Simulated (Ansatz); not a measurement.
FeO4. The state is a triplet with charge 0. Geometry PBE0-D4/def2-SVP, that of the neutral singlet; atoms count from 1.

```csv
atom,x (Å),y (Å),z (Å)
Fe1,0.000,0.000,0.000
O2,0.284,-1.032,1.125
O3,0.347,1.427,0.507
O4,-1.502,-0.060,-0.391
O5,0.872,-0.334,-1.241
```

The charge 0 triplet is spin-contaminated (final ⟨S²⟩ up to 2.34, 2.00 for a pure state). At PBE0-D4/def2-TZVP a singlet of charge 0 lies 0.40 eV below the triplet at the same geometry.

Question: Estimate the Mulliken populations from the PBE0/def2-TZVP orbitals of Ansatz.

Answer: 
| atom | charge (e) | spin (α − β) | d electrons |
| --- | --- | --- | --- |
| Fe1 | 1.18 | -0.04 | 6.04 |
| O2 | -0.31 | 0.56 | – |
| O3 | -0.31 | 0.56 | – |
| O4 | -0.28 | 0.46 | – |
| O5 | -0.28 | 0.46 | – |
Mulliken values depend strongly on the basis.

Question: Where does the spin sit?

Answer: Summed by element: Fe -0.04, O 2.04, of 2 unpaired in all. Largest on single atoms: O2 0.56, O3 0.56, O4 0.46.

Question: And the Mayer bond orders between heavy atoms (over 0.3)?

Answer: Fe1–O2 1.55 (1.55 Å); Fe1–O3 1.55 (1.55 Å); Fe1–O4 1.39 (1.55 Å); Fe1–O5 1.39 (1.55 Å).
